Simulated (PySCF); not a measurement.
Dipole moment and polarisability of AsP3SSSe nortricyclane

Compound: AsP3SSSe nortricyclane, AsP3S2Se.
Structure used (PBE0-D3(BJ)/def2-SVP), in Å, numbered top down from 1:
```xyz
7
AsP3S2Se angstrom
As     1.2572   -0.7040    1.2121
S     -0.5892    0.3756    1.9167
P     -1.6043    0.8708    0.1522
P     -1.0717   -0.7624   -1.3120
S      0.1959   -2.0466   -0.2476
P     -0.0224    1.2341   -1.4161
Se     1.9263    0.9306   -0.3739
```

Level: wB97X-D/def2-SVPD (PySCF), static field, nuclei fixed, core orbitals frozen in the response. The polarisability tensor in these axes (au):

```
x   163.01  -0.18   5.15
y    -0.18 153.69  -4.92
z     5.15  -4.92 156.79
```

Question: Give the principal values, the mean and the anisotropy Δα = √{½[(α1 − α2)² + (α2 − α3)² + (α1 − α3)²]}.

Answer: Principal values 149.38, 157.61 and 166.50 au; mean 157.83 au = 23.39 Å³ = 26.02 × 10⁻⁴⁰ C²·m²/J; Δα = 14.83 au (9 % of the mean).

Question: What is the dipole moment, and where does it point?

Answer: (0.67, -0.03, 0.27) D, 0.72 D in size, pointing from the negative to the positive side. Measured along this direction, the outermost atoms are P3 and P4 at the negative end and As1 and Se7 at the positive end.

Question: What depolarisation ratio follows for Rayleigh scattering of linearly polarised light, taking the static tensor?

Answer: ρ = 3Δα²/(45ᾱ² + 4Δα²) = 660.1/(1120954 + 880.1) = 0.000588.

Question: Give the eigenvalues of the traceless quadrupole moment Θ = ½Σq(3rr − r²1), origin at the centre of nuclear charge.

Answer: -4.31, -2.29, 6.59 D·Å. The values depend on the origin, since the dipole doesn't vanish. The electronic extent ⟨r²⟩ about the same centre is 2157 bohr², a root-mean-square distance of 2.05 Å for the 144 electrons.

Question: How large is μ²/3kT at 250 K beside α?

Answer: In Gaussian units μ²/3kT = 5.04 Å³ against 23.39 Å³, a ratio of 0.22; the Debye molar polarisation (4π/3)N_A(α + μ²/3kT) is 71.7 cm³/mol, leaving out the vibrational part.

Question: Find the Langevin capture rate constant for NH4+ (18.034 u) meeting this molecule (311.704 u), k = 2.342 × 10⁻⁹ cm³/s × √(α in Å³ / reduced mass in u).

Answer: The reduced mass is 17.05 u, so k = 2.74 × 10⁻⁹ cm³/s. The formula leaves out the permanent dipole, which adds to the capture rate.

The structure is a single PBE0-D3(BJ)/def2-SVP conformer in the gas phase; no vibrational or solvent corrections. The calculation is non-relativistic, for arsenic and selenium too.
